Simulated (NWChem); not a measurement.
System: CH4AlFOS; SMILES C[O][Al]([F])[SH]

Input file for NWChem:

```
start job
memory heap 200 mb stack 900 mb global 1100 mb
geometry units angstroms noautoz
  Al    -0.182499    -0.103829     0.051388
  F     -1.805639    -0.055965     0.405920
  O      0.737148     1.285903    -0.092771
  C      0.726421     2.672771    -0.037048
  H      1.045025     3.101312    -1.003151
  H     -0.271638     3.082837     0.200518
  H      1.430697     3.034246     0.732360
  S      0.764508    -2.028443    -0.231395
  H     -0.390453    -2.695606    -0.007336
end
basis spherical
  * library sto-3g
end
dft
  xc xpbe96 cpbe96
  iterations 150
  mulliken
end
task dft energy
```

Coordinates come from a PBE0/def2-SVP optimisation.

Question: What results follow from this input? (PBE/STO-3G.) Quantities: basis functions; energy (Ha); highest occupied level (eV); orbital gap (eV); dipole (D).

Answer: number of basis functions: 37
energy (Ha): -845.42
highest occupied level (eV): -1.74
orbital gap (eV): 5.80
dipole (D): 1.30
